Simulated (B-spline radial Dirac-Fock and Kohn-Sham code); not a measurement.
# X-ray form factors of silver in several charge states

Model: Dirac-Fock densities. Program: a radial atomic solver.

Configurations: Ag³⁰⁺ [Ne] 3s2 3p5; Ag³⁴⁺ [Ne] 3s2 3p1; Ag³⁵⁺ [Ne] 3s2; Ag³⁶⁺ [Ne] 3s1; Ag³⁸⁺ [He] 2s2 2p5; Ag³⁹⁺ [He] 2s2 2p4. The first column is f₀ of Ag³⁰⁺, the others are differences from it.

```
s (Å⁻¹)   Ag³⁰⁺  Δ Ag³⁴⁺  Δ Ag³⁵⁺  Δ Ag³⁶⁺  Δ Ag³⁸⁺  Δ Ag³⁹⁺
      0  17.000   -4.000   -5.000   -6.000   -8.000   -9.000
    0.1  16.927   -3.963   -4.954   -5.946   -7.936   -8.934
    0.2  16.710   -3.854   -4.820   -5.785   -7.746   -8.741
    0.3  16.360   -3.678   -4.603   -5.526   -7.440   -8.428
    0.4  15.890   -3.443   -4.314   -5.182   -7.031   -8.011
    0.5  15.319   -3.162   -3.967   -4.767   -6.538   -7.506
    0.7  13.961   -2.508   -3.158   -3.799   -5.384   -6.323
    0.9  12.469   -1.821   -2.305   -2.776   -4.154   -5.055
    1.1  11.006   -1.191   -1.520   -1.830   -3.003   -3.860
    1.4   9.108   -0.475   -0.620   -0.742   -1.646   -2.427
```

Values without a named source are computed, but for edge energies of neutral atoms, which are taken from tables.
